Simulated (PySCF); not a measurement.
C2H7Cl3Si2, SMILES [SiH3]CC[Si](Cl)(Cl)Cl, singlet, GFN2-xTB optimised geometry.

```
14

Si     2.31    -0.95     0.04
C      0.41    -0.98     0.04
C     -0.20     0.42     0.00
Si    -2.10     0.42     0.00
Cl    -2.80    -0.53    -1.64
Cl    -2.81     2.32     0.00
Cl    -2.80    -0.53     1.64
H      2.77    -0.19     1.20
H      2.77    -0.29    -1.19
H      2.81    -2.32     0.10
H      0.05    -1.56    -0.81
H      0.05    -1.50     0.93
H      0.17     0.99     0.86
H      0.17     0.94    -0.89
```

Density from PBE0/def2-TZVP in PySCF 2.14.0 at that geometry.

Minimum of the electron density along straight lines between bonded atoms, close to the bond critical point (lines longer than 1.1 times the sum of covalent radii, or with two minima, are not listed):

```
bond     length / Å  ρ at the minimum / e bohr⁻³  ∇²ρ there / e bohr⁻⁵  position (fraction from the first atom)
-------  ----------  ---------------------------  --------------------  ---------------------------------------
Si1–C2        1.904                        0.116                  0.15                                     0.39
C2–C3         1.533                          [?]                   [?]                                     0.49
C3–Si4        1.907                        0.123                   [?]                                     0.61
Si4–Cl5       2.023                        0.106                  0.26                                     0.36
Si4–Cl6       2.027                        0.106                  0.25                                     0.36
Si4–Cl7       2.023                        0.106                  0.26                                     0.36
Si1–H8        1.465                        0.124                  0.20                                     0.49
Si1–H9        1.465                        0.124                  0.20                                     0.49
Si1–H10       1.462                        0.124                  0.19                                     0.49
C2–H11        1.091                        0.276                 -0.93                                     0.64
C2–H12        1.091                        0.276                 -0.93                                     0.64
C3–H13        1.092                        0.275                 -0.93                                     0.64
C3–H14        1.092                        0.275                 -0.93                                     0.64
```

Task: Complete the blanks.

Result: 
- C2–C3, ρ at the minimum / e bohr⁻³: 0.235
- C2–C3, ∇²ρ there / e bohr⁻⁵: -0.54
- C3–Si4, ∇²ρ there / e bohr⁻⁵: 0.09
